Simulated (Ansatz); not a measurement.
C$_{2}$H$_{6}$ClNSi, SMILES `C/C(Cl)=N\[SiH3]`. Charge 0, multiplicity 1.

Cartesian coordinates in Å:
```
C -1.027 1.211 0.017
C -0.576 0.093 0.897
Cl -1.457 0.116 2.445
N 0.270 -0.791 0.711
Si 1.323 -1.177 -0.601
H -0.484 1.198 -0.928
H -2.098 1.122 -0.171
H -0.867 2.165 0.523
H 2.711 -1.132 -0.081
H 1.216 -0.254 -1.769
H 0.989 -2.551 -1.045
```

Question: List the harmonic frequencies (cm⁻¹, unscaled) at PBE0-D4/def2-TZVP in Ansatz. (Best estimate.)

Answer: Ansatz gave: 88, 145, 153, 175, 315, 385, 514, 610, 717, 728, 757, 935, 950, 961, 1021, 1041, 1122, 1390, 1461, 1463, 1832, 2187, 2248, 2249, 3065, 3140, 3162.

Question: Is this a minimum?

Answer: Yes, all 27 modes are real.

Question: Give the ideal-gas thermochemistry at 298.15 K and 1 bar (rigid rotor, harmonic oscillator; point group Cs, symmetry number 1).

Answer: Zero-point energy 196.3 kJ/mol; H(298) − E = 217.4 kJ/mol; entropy 350.7 J/(mol·K), of which translation 167.2, rotation 115.2, vibration 68.2; G(298) − E = 112.9 kJ/mol. Modes under 100 cm⁻¹ are hindered rotations or soft bends, so the harmonic entropy is rough.

Question: And at 400, 500, 600, 800 and 1000 K?

Answer: 
```csv
T (K),H − E (kJ/mol),S (J/mol/K),G − E (kJ/mol)
400,229.6,385.6,75.4
500,243.6,416.7,35.2
600,259.2,445.1,-7.9
800,294.3,495.4,-102.1
1000,333.3,538.9,-205.6
```

Question: Rotational constants (cm⁻¹)?

Answer: 0.2367, 0.05068, 0.0427.
